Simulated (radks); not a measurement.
Question: The aluminium ion Al2+, [Ne] 3s1. Method: non-relativistic Kohn-Sham, r2SCAN, spin-polarised, spherical densities, point nucleus; meta-GGA in the generalised Kohn-Sham scheme; computed with a radial shooting solver on a logarithmic mesh with Libxc functionals. Every spin shell is full or empty, so the densities are truly spherical. Functionals are evaluated on that one density, not self-consistently. Rank these orbital-free kinetic functionals by their error against the exact value of the orbitals, and give that value: Thomas-Fermi, TF + vW, TF + vW/9, TF + vW/5, LC94, Perdew 92, Thakkar, LKT, PG1, Ernzerhof.

Answer: Exact: 241.091 hartree. From best to worst, with 100 (|E| - |E exact|)/|E exact| (equal figures are ties): Thakkar +0.05, LC94 +0.19, Ernzerhof +0.34, Perdew 92 -0.43, TF + vW/9 -0.44, TF + vW/5 +5.34, Thomas-Fermi -7.67, PG1 +27.38, LKT +33.50, TF + vW +57.38.
